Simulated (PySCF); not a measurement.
**Solvent effects on NMR parameters**

Molfile (atoms numbered from 1):
```
C6H14AlB
     RDKit          3D

 22 22  0  0  0  0  0  0  0  0999 V2000
    2.7235    0.4538    0.6285 C   0  0  0  0  0  0  0  0  0  0  0  0
    1.4379    0.1076   -0.2324 B   0  0  0  0  0  0  0  0  0  0  0  0
    1.6174   -0.8798   -1.4617 C   0  0  0  0  0  0  0  0  0  0  0  0
    0.0773    0.6810    0.1622 C   0  0  1  0  0  0  0  0  0  0  0  0
   -1.1500    0.7780   -0.7541 C   0  0  0  0  0  0  0  0  0  0  0  0
   -2.4761    0.5613   -0.0057 C   0  0  0  0  0  0  0  0  0  0  0  0
   -2.4284   -0.7378    0.8151 C   0  0  0  0  0  0  0  0  0  0  0  0
   -0.5701   -0.7096    1.4455 Al  0  0  0  0  0  3  0  0  0  0  0  0
    3.3596   -0.4244    0.8303 H   0  0  0  0  0  0  0  0  0  0  0  0
    3.3496    1.1445    0.0333 H   0  0  0  0  0  0  0  0  0  0  0  0
    2.5125    0.9591    1.5843 H   0  0  0  0  0  0  0  0  0  0  0  0
    0.6915   -1.1794   -1.9760 H   0  0  0  0  0  0  0  0  0  0  0  0
    2.2602   -0.3866   -2.2135 H   0  0  0  0  0  0  0  0  0  0  0  0
    2.1652   -1.7927   -1.1700 H   0  0  0  0  0  0  0  0  0  0  0  0
    0.1531    1.5442    0.8583 H   0  0  0  0  0  0  0  0  0  0  0  0
   -1.1627    1.7531   -1.2704 H   0  0  0  0  0  0  0  0  0  0  0  0
   -1.0679    0.0177   -1.5509 H   0  0  0  0  0  0  0  0  0  0  0  0
   -3.3211    0.5765   -0.7161 H   0  0  0  0  0  0  0  0  0  0  0  0
   -2.6387    1.4179    0.6747 H   0  0  0  0  0  0  0  0  0  0  0  0
   -2.5568   -1.6140    0.1488 H   0  0  0  0  0  0  0  0  0  0  0  0
   -3.2277   -0.8098    1.5690 H   0  0  0  0  0  0  0  0  0  0  0  0
    0.1901   -1.4613    2.6216 H   0  0  0  0  0  0  0  0  0  0  0  0
  1  2  1  0
  2  3  1  0
  2  4  1  0
  4  5  1  0
  5  6  1  0
  6  7  1  0
  7  8  1  0
  8  4  1  0
  1  9  1  0
  1 10  1  0
  1 11  1  0
  3 12  1  0
  3 13  1  0
  3 14  1  0
  4 15  1  1
  5 16  1  0
  5 17  1  0
  6 18  1  0
  6 19  1  0
  7 20  1  0
  7 21  1  0
  8 22  1  0
M  END
```

GIAO PBE0/pcSseg-1 in PySCF on one PBE0-D3(BJ)/def2-SVP conformer, non-relativistic, equivalent nuclei averaged. Solvents enter as an IEF-PCM continuum (acetonitrile with ε = 35.7, water with ε = 78.4) around the gas-phase geometry. Shifts are referred to TMS, BF3·OEt2, AlH4- computed in the same medium.

Gas phase, δ in ppm: C4 71.2, C5 33.3, C6 31.3, C7 13.2, C1/C3 11.4, B2 69.3, Al8 248.1, H22 5.66, H16 2.37, H18 2.32, H17 2.10, H15 2.06, H19 1.16, H21 0.77. Dipole moment 1.00 D.

Q: How does each δ change in the continuum?

A: 
```json
{"atoms": "C4", "environment": "sp3 CH bonded to Al and B", "Δδ, acetonitrile": "-1.4", "Δδ, water": "-1.4"}
{"atoms": "C5", "environment": "sp3 CH2 in a ring", "Δδ, acetonitrile": "+0.4", "Δδ, water": "+0.5"}
{"atoms": "C6", "environment": "sp3 CH2 in a ring", "Δδ, acetonitrile": "0.0", "Δδ, water": "0.0"}
{"atoms": "C7", "environment": "sp3 CH2 bonded to Al", "Δδ, acetonitrile": "-1.0", "Δδ, water": "-1.0"}
{"atoms": "C1/C3", "environment": "methyl carbon bonded to B", "Δδ, acetonitrile": "-0.3", "Δδ, water": "-0.3"}
{"atoms": "B2", "environment": "boron bonded to 3 C", "Δδ, acetonitrile": "+0.1", "Δδ, water": "+0.1"}
{"atoms": "Al8", "environment": "aluminium bonded to 2 C, H, in a 5-membered ring", "Δδ, acetonitrile": "-33.0", "Δδ, water": "-33.8"}
{"atoms": "H22", "environment": "hydrogen on an aluminium bonded to 2 C, in a 5-membered ring", "Δδ, acetonitrile": "-0.52", "Δδ, water": "-0.53"}
{"atoms": "H16", "environment": "hydrogen on an sp3 CH2 in a ring", "Δδ, acetonitrile": "-0.13", "Δδ, water": "-0.14"}
{"atoms": "H18", "environment": "hydrogen on an sp3 CH2 in a ring", "Δδ, acetonitrile": "-0.14", "Δδ, water": "-0.15"}
{"atoms": "H17", "environment": "hydrogen on an sp3 CH2 in a ring", "Δδ, acetonitrile": "+0.02", "Δδ, water": "+0.02"}
{"atoms": "H15", "environment": "hydrogen on an sp3 CH bonded to Al and B", "Δδ, acetonitrile": "+0.15", "Δδ, water": "+0.16"}
{"atoms": "H19", "environment": "hydrogen on an sp3 CH2 in a ring", "Δδ, acetonitrile": "+0.07", "Δδ, water": "+0.07"}
{"atoms": "H21", "environment": "hydrogen on an sp3 CH2 bonded to Al", "Δδ, acetonitrile": "-0.14", "Δδ, water": "-0.15"}
```

Changes are relative to the gas phase. The dipole moment becomes 1.34 D in acetonitrile, 1.35 D in water.

Q: Which of the listed nuclei move most (in ppm), and what does the model miss?

A: Al8 (aluminium bonded to 2 C, H, in a 5-membered ring, -33.8 ppm) in water. A continuum only polarises the solute; specific hydrogen bonds, the anisotropy of aromatic solvents and changes of geometry or conformer are outside it.
